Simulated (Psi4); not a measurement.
Torsional profile of SMILES c1(ccccc1)C(O)=O (C7H6O2). Scanned: dihedral O1–C2–O3–H10; all other coordinates were relaxed at GFN2-xTB. Points at φ and −φ are mirror images.

Geometry of the scan point at 180° (Å):
```
15

O      2.8145     0.7809    -0.2185
C      2.0860    -0.1630    -0.0822
O      2.5908    -1.4043     0.0499
C      0.5996    -0.0400    -0.0368
C      0.0668     1.1918     0.3375
C     -1.3018     1.3701     0.4010
C     -2.1516     0.3247     0.0761
C     -1.6296    -0.8964    -0.3180
C     -0.2599    -1.0839    -0.3718
H      1.9019    -2.0741     0.1522
H      0.7481     1.9936     0.5778
H     -1.7080     2.3246     0.6998
H     -3.2215     0.4622     0.1219
H     -2.2916    -1.7062    -0.5867
H      0.1226    -2.0381    -0.7123
```

Computed with Psi4 with PBE-D3(BJ)/def2-SVP // GFN2-xTB.

Scanned values (°): -150, -120, -90, -60, -30, 0, 30, 60, 90, 120, 150, 180.

**Question.** Describe the profile: where are the wells and the tops?

**Answer.** Lower than their neighbours: 0° (0.0 kJ/mol), 180° (26.5 kJ/mol). Higher than their neighbours: -90° (53.9 kJ/mol), 90° (53.9 kJ/mol). The whole profile spans 53.9 kJ/mol.
